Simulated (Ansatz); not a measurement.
Reaction (ligand exchange at the Si–C bond): `[SiH3]OC[SiH2]S` + `OCS` → `SCO[SiH2]S` + `CO[SiH3]`

Program: Ansatz. Geometries: PBE0-D4/def2-TZVP. ΔE: electronic, gas phase. CCSD(T)/CBS is the MP2 limit (def2-TZVPP, def2-QZVPP) plus CCSD(T) − MP2 in def2-TZVPP, frozen cores. DFT in def2-TZVPP. B3LYP here is the variant with VWN-RPA as its local correlation; programs differ in this. One conformer a species, not always the lowest.

```
             level  ΔE (kJ/mol)
          B3LYP-D4       -121.8
SCS-MP2/def2-QZVPP       -123.3
```

What does CCSD(T)/CBS give? (An estimate is asked.)

The calculation gave: -118.5 kJ/mol. The listed levels differ from it by -3.3, -4.8 kJ/mol.

Largest T1 diagnostic among the species: 0.012.

In def2-TZVPP, CCSD(T) changes the Hartree–Fock value by +10.0 kJ/mol (the triples alone add +0.3 kJ/mol) and MP2 by +6.2 kJ/mol.
